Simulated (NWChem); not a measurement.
Molecule: C3H7FSi; SMILES F[C@H]1C[C@@H]1[SiH3]

Computed with NWChem. The geometry was optimised at B3LYP/6-31G* (spherical d). Level: PBE/def2-SVP with SMD (1 M gas to 1 M solution), gas-phase geometry. Reactions with the solvent are ignored.

```
solvent                dielectric constant  solvation free energy (kcal/mol)  cavity-dispersion-structure term (kcal/mol)  dipole in solution (D)
---------------------  -------------------  --------------------------------  -------------------------------------------  ----------------------
water                                 78.4                               0.9                                          3.7                    1.18
benzene                               2.27                              -3.0                                         -1.5                    1.07
N,N-dimethylformamide                 37.2                              -2.6                                          0.1                    1.17
methanol                              32.6                              -3.1                                         -0.4                    1.17
anisole                               4.22                              -2.7                                         -0.6                    1.12
dichloromethane                       8.93                              -3.7                                         -1.2                    1.15
tetrahydrofuran                       7.43                              -2.9                                         -0.5                    1.14
```
